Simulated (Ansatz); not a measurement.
Job for Ansatz (a first-principles code): R-SVWN5/def2-TZVPP on BiH3O2 (SMILES [OH][BiH][OH]), a point of a torsion scan. Elements past Kr take the def2 small-core potentials; no spin–orbit coupling.

Ansatz 0.2 input:
```yaml
crystal:
  periodic: [false, false, false]
  atoms:
    - {symbol: O, position_ang: [-1.49315201, -0.55923978, 0.20191782]}
    - {symbol: Bi, position_ang: [0.07379261, 0.42112673, 1.13202136]}
    - {symbol: O, position_ang: [1.52259632, -0.38056959, -0.10844417]}
    - {symbol: H, position_ang: [-1.55804366, -0.32236548, -0.72063133]}
    - {symbol: H, position_ang: [-0.12518423, 1.85183004, 0.07843600]}
    - {symbol: H, position_ang: [1.27386627, -0.30989250, -1.02764485]}
basis:
  gaussian:
    orbitals: def2-TZVPP
hamiltonian:
  xc: {name: SVWN5}
scf: {lower_state_search: off}
```

It printed:

```
WARN ansatz: RAYON_NUM_THREADS=1 ignored (pool sized by the plan → 1); use --threads N
Functional definition: SVWN5
these checks for a lower state are left out or cut short: stability, starts, cluster_reference, orbital_swaps, neighbouring_geometries, increment
integrals: 0.06 GiB planned
839 factors; their error is unknown
mean field: 0.46 GiB planned
mean field evaluation 1: about -9933.6948 eV, gradient 9.5e1 eV
mean field evaluation 2: about -9753.5994 eV, gradient 2.5e2 eV
mean field evaluation 4: about -9948.0999 eV, gradient 2.2e1 eV
mean field evaluation 8: about -9948.9023 eV, gradient 3.5e-1 eV
mean field evaluation 16: about -9948.8948 eV, gradient 1.5e-4 eV
mean field -9948.89479157 eV, -365.6151399872 hartree, gradient 5.8e-6 eV, S^2 0.000000; 0 other end points of the search recorded, 0 dependent functions left out
reference -9948.89482666 eV, -365.6151412768 hartree; 21, 21 occupied and 133, 133 virtual orbitals, 839 factors
Total energy: -9948.89482666 eV, -365.6151412768 hartree
Checks for a lower state left out: stability, starts, cluster_reference, orbital_swaps, neighbouring_geometries, increment
```

The run converged.

Cost: very roughly 1.0 core-seconds.
